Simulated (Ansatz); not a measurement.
`B/C=N/C` and `C/N=C\[SiH2]S` differ in one atom or group (the configuration at the double bond changes too).

Ansatz, PBE0-D4/def2-TZVP geometries, multiplicity 1. Each molecule was computed in one conformer, which needn't be the lowest.

```tsv
property	`B/C=N/C`
HOMO–LUMO gap (PBE0/def2-TZVPP) / eV	4.96
LUMO energy (ωB97M-V/def2-TZVPP) / eV	-0.40
HOMO energy (B3LYP/def2-TZVPP) / eV	-7.21
HOMO–LUMO gap (PBE/def2-TZVPP) / eV	2.48
HOMO energy (PBE0/def2-TZVPP) / eV	-7.42
size of the dipole moment (ωB97M-V/def2-TZVPP) / D	1.78
```

Q: What does the change do to each property? (Best estimate.)

A: Ansatz gave: 
```
                                          property  `C/N=C\[SiH2]S`  shift
              HOMO–LUMO gap (PBE0/def2-TZVPP) / eV             5.51   0.55
             LUMO energy (ωB97M-V/def2-TZVPP) / eV             0.69   1.09
               HOMO energy (B3LYP/def2-TZVPP) / eV            -6.65   0.56
               HOMO–LUMO gap (PBE/def2-TZVPP) / eV             3.19   0.71
                HOMO energy (PBE0/def2-TZVPP) / eV            -6.86   0.56
size of the dipole moment (ωB97M-V/def2-TZVPP) / D             0.40  -1.38
```

With PBE0 the HOMO rises by 0.56 eV and the LUMO rises by 1.11 eV, so the gap widens by about 0.55 eV. PBE moves the HOMO by 0.45 eV and ωB97M-V by 0.69 eV. Dipoles are sizes alone; their direction can turn.

B3LYP here is the variant with VWN-RPA as its local correlation; programs differ in this.
